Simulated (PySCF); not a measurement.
AlH3N (calculated)

Computed with PySCF 2.14.0. Calculation on a computer-drawn molecule: vertical ionisation energy to the stated ion spin, frozen-core CCSD(T) at the basis limit and cheaper methods, single-reference cases, UHF for radicals, no spin-orbit; all values are single points at the evaluated structure, the first of each entry, which is the reference or a displaced copy of it and isn't optimised; the reference structure only sets the zero of the energies above reference; triples share is (T) over the correlation energy.

Common to all runs: charge 0; multiplicity 2; ion multiplicity 1; diffuse functions no; basis cc-pV(n+d)Z; reference is the Hartree-Fock double-zeta minimum; best is HF at quadruple zeta + MP2 correlation extrapolated from triple and quadruple zeta + CCSD(T) minus MP2 at triple zeta; basis step is the size of the change from the same recipe one zeta lower.

```yaml
- entry: 1
  formula: AlH3N
  evaluated_structure:
    atoms_angstrom:
      - ["N", 1.49, -0.569, 0.111]
      - [Al, 1.0295, -0.054, -1.5865]
      - [H, 1.6564, 0.0722, 0.8699]
      - [H, 1.6029, -1.7297, 0.5128]
      - [H, 0.8651, -1.2298, -2.608]
  reference_structure:
    atoms_angstrom:
      - ["N", 1.481, -0.5624, 0.102]
      - [Al, 1.0531, -0.0744, -1.5444]
      - [H, 1.6558, 0.0589, 0.8698]
      - [H, 1.5852, -1.5127, 0.4103]
      - [H, 0.8229, -1.2507, -2.594]
  given:
    drawn_bonds_atom: [1, 1, 1, 2]
    drawn_bonds_other_atom: [2, 3, 4, 5]
    drawn_bonds_order: [1, 1, 1, 1]
  results:
    "ionisation_energy_best [eV]": 7.826
    "ionisation_energy_basis_step [eV]": 0.03741
    "energy_above_reference_best [kcal/mol]": 17.84
    "energy_above_reference_basis_step [kcal/mol]": 0.3457
    triple_zeta_method: [HF, PBE, r2SCAN, B3LYP, wB97X, MP2, CCSD, "CCSD(T)"]
    "triple_zeta_ionisation_energy [eV]": [7.65, 7.782, 7.935, 7.884, 7.764, 7.715, 7.769, 7.766]
    "triple_zeta_energy_above_reference [kcal/mol]": [22.45, 15.65, 17.74, 17.53, 18.91, 18.39, 18.51, 17.78]
    "total_energy_HF_triple_zeta [hartree]": -298.1104
    "total_energy_CCSD(T)_triple_zeta [hartree]": -298.4283
    "total_energy_best [hartree]": -298.4697
    T1_diagnostic_at_triple_zeta: 0.0169
    D1_diagnostic_at_triple_zeta: 0.04178
    spin_squared_at_triple_zeta: 0.7556
    ion_T1_diagnostic_at_triple_zeta: 0.01866
    ion_D1_diagnostic_at_triple_zeta: 0.04777
    triples_share_at_triple_zeta: 0.03717
    basis_functions_triple_zeta: 111
    "dipole_magnitude_HF_at_triple_zeta [debye]": 0.7572
    "dipole_magnitude_CCSD_unrelaxed_at_triple_zeta [debye]": 0.8921
    "dipole_magnitude_PBE_at_triple_zeta [debye]": 0.9765
    "dipole_magnitude_r2SCAN_at_triple_zeta [debye]": 0.962
    "dipole_magnitude_B3LYP_at_triple_zeta [debye]": 0.8592
    "dipole_magnitude_wB97X_at_triple_zeta [debye]": 0.8683
- entry: 2
  formula: AlH3N
  evaluated_structure:
    atoms_angstrom:
      - ["N", 1.4458, -0.6712, 0.06]
      - [Al, 1.108, -0.0324, -1.5404]
      - [H, 1.661, 0.0753, 0.9298]
      - [H, 1.6207, -1.6284, 0.4929]
      - [H, 0.855, -1.169, -2.6764]
  reference_structure:
    atoms_angstrom:
      - ["N", 1.481, -0.5624, 0.102]
      - [Al, 1.0531, -0.0744, -1.5444]
      - [H, 1.6558, 0.0589, 0.8698]
      - [H, 1.5852, -1.5127, 0.4103]
      - [H, 0.8229, -1.2507, -2.594]
  given:
    drawn_bonds_atom: [1, 1, 1, 2]
    drawn_bonds_other_atom: [2, 3, 4, 5]
    drawn_bonds_order: [1, 1, 1, 1]
  results:
    "ionisation_energy_best [eV]": 7.801
    "ionisation_energy_basis_step [eV]": 0.03201
    "energy_above_reference_best [kcal/mol]": 11.73
    "energy_above_reference_basis_step [kcal/mol]": 0.2118
    triple_zeta_method: [HF, PBE, r2SCAN, B3LYP, wB97X, MP2, CCSD, "CCSD(T)"]
    "triple_zeta_ionisation_energy [eV]": [7.641, 7.771, 7.924, 7.875, 7.751, 7.71, 7.747, 7.747]
    "triple_zeta_energy_above_reference [kcal/mol]": [15.51, 9.693, 11.38, 11.47, 12.28, 12.13, 12.14, 11.56]
    "total_energy_HF_triple_zeta [hartree]": -298.1214
    "total_energy_CCSD(T)_triple_zeta [hartree]": -298.4382
    "total_energy_best [hartree]": -298.4794
    T1_diagnostic_at_triple_zeta: 0.01587
    D1_diagnostic_at_triple_zeta: 0.03772
    spin_squared_at_triple_zeta: 0.756
    ion_T1_diagnostic_at_triple_zeta: 0.01751
    ion_D1_diagnostic_at_triple_zeta: 0.04112
    triples_share_at_triple_zeta: 0.03654
    basis_functions_triple_zeta: 111
    "dipole_magnitude_HF_at_triple_zeta [debye]": 1.365
    "dipole_magnitude_CCSD_unrelaxed_at_triple_zeta [debye]": 1.414
    "dipole_magnitude_PBE_at_triple_zeta [debye]": 1.469
    "dipole_magnitude_r2SCAN_at_triple_zeta [debye]": 1.49
    "dipole_magnitude_B3LYP_at_triple_zeta [debye]": 1.395
    "dipole_magnitude_wB97X_at_triple_zeta [debye]": 1.412
- entry: 3
  formula: AlH3N
  evaluated_structure:
    atoms_angstrom:
      - ["N", 1.4458, -0.6712, 0.06]
      - [Al, 1.108, -0.0324, -1.5404]
      - [H, 1.661, 0.0753, 0.9298]
      - [H, 1.6079, -1.5583, 0.4612]
      - [H, 0.855, -1.169, -2.6764]
  reference_structure:
    atoms_angstrom:
      - ["N", 1.481, -0.5624, 0.102]
      - [Al, 1.0531, -0.0744, -1.5444]
      - [H, 1.6558, 0.0589, 0.8698]
      - [H, 1.5852, -1.5127, 0.4103]
      - [H, 0.8229, -1.2507, -2.594]
  given:
    drawn_bonds_atom: [1, 1, 1, 2]
    drawn_bonds_other_atom: [2, 3, 4, 5]
    drawn_bonds_order: [1, 1, 1, 1]
  results:
    "ionisation_energy_best [eV]": 7.811
    "ionisation_energy_basis_step [eV]": 0.03164
    "energy_above_reference_best [kcal/mol]": 10.49
    "energy_above_reference_basis_step [kcal/mol]": 0.1227
    triple_zeta_method: [HF, PBE, r2SCAN, B3LYP, wB97X, MP2, CCSD, "CCSD(T)"]
    "triple_zeta_ionisation_energy [eV]": [7.657, 7.782, 7.934, 7.887, 7.762, 7.723, 7.757, 7.757]
    "triple_zeta_energy_above_reference [kcal/mol]": [13.01, 9.186, 10.26, 10.34, 10.92, 10.87, 10.77, 10.39]
    "total_energy_HF_triple_zeta [hartree]": -298.1254
    "total_energy_CCSD(T)_triple_zeta [hartree]": -298.4401
    "total_energy_best [hartree]": -298.4814
    T1_diagnostic_at_triple_zeta: 0.0155
    D1_diagnostic_at_triple_zeta: 0.03645
    spin_squared_at_triple_zeta: 0.7558
    ion_T1_diagnostic_at_triple_zeta: 0.01724
    ion_D1_diagnostic_at_triple_zeta: 0.04
    triples_share_at_triple_zeta: 0.03578
    basis_functions_triple_zeta: 111
    "dipole_magnitude_HF_at_triple_zeta [debye]": 1.364
    "dipole_magnitude_CCSD_unrelaxed_at_triple_zeta [debye]": 1.415
    "dipole_magnitude_PBE_at_triple_zeta [debye]": 1.483
    "dipole_magnitude_r2SCAN_at_triple_zeta [debye]": 1.502
    "dipole_magnitude_B3LYP_at_triple_zeta [debye]": 1.407
    "dipole_magnitude_wB97X_at_triple_zeta [debye]": 1.416
```
